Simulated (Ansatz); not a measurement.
Input file for Ansatz (a program for electronic structure): R-BHLYP/def2-TZVPPD on CH5F2N (a complex). Files ending in .json are basis or fitting sets from the Basis Set Exchange.

Ansatz 0.2 input:
```yaml
crystal:
  periodic: [false, false, false]
  atoms:
    - {symbol: N, position_ang: [-0.00899791, -0.09882619, -0.11896574]}
    - {symbol: H, position_ang: [-1.02158851, -0.08224058, -0.17192577]}
    - {symbol: H, position_ang: [0.31877598, 0.83279346, -0.34891244]}
    - {symbol: H, position_ang: [0.32127543, -0.72331527, -0.84607353]}
    - {symbol: F, position_ang: [-1.04526284, -0.46922664, 3.61032876]}
    - {symbol: C, position_ang: [0.27746495, -0.36392727, 3.27586727]}
    - {symbol: F, position_ang: [0.72685780, 0.85499955, 3.70433899]}
    - {symbol: H, position_ang: [0.36792515, -0.41298923, 2.19000686]}
    - {symbol: H, position_ang: [0.82764419, -1.13871956, 3.81328317]}
basis:
  gaussian:
    orbitals: def2-TZVPPD.json
hamiltonian:
  xc: {name: BHLYP}
scf: {lower_state_search: off}
```

The head of its log:

```
WARN ansatz: RAYON_NUM_THREADS=2 ignored (pool sized by the plan → 2); use --threads N
Functional definition: BHLYP
these checks for a lower state are left out or cut short: stability, starts, cluster_reference, orbital_swaps, neighbouring_geometries, increment
integrals: 0.12 GiB planned
1155 factors; their error is unknown
mean field: 1.23 GiB planned
mean field evaluation 1: about -8037.4481 eV, gradient 5.4e1 eV
mean field evaluation 2: about -8036.8658 eV, gradient 5.5e1 eV
```

What total energy does the run end on?

-295.5495 hartree.
